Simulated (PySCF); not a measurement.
AlBr2, SMILES [Br][Al+][Br], charge +1. Geometry optimised at PBE-D3(BJ)/def2-TZVP. The spin state was assumed, not searched. The isomer is the one that the SMILES or the coordinates give; other isomers of the formula were not compared.

Computed equilibrium geometry at PBE-D3(BJ)/def2-TZVP (PySCF confirms it by a frequency run) as a Z-matrix, and its point group:
point group D∞h.
```
Al
Br 1 2.1649
Br 1 2.1649 2 180.00
```
Charge +1, spin multiplicity 1.
